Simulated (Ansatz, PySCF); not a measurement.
This singlet lies 1.86 eV below the relaxed triplet at the level frozen-core CCSD(T)/aug-cc-pVDZ // PBE0-D3(BJ)/def2-TZVPD (Ansatz, a quantum-chemistry and plane-wave program).

Z-matrix (Å, degrees):
```
N
H 1 1.0100
H 1 1.0120 2 110.54
Al 1 1.8355 2 123.52 3 -179.99
Cl 4 2.3143 1 95.81 2 -179.93
```
Charge -1, spin multiplicity 1.

Q: Give the total energy and HOMO at the level PBE0-D3(BJ)/def2-TZVPD in PySCF.

A: 
| Quantity | Result |
|---|---|
| total energy | -758.4317 Ha |
| HOMO | -0.30 eV |
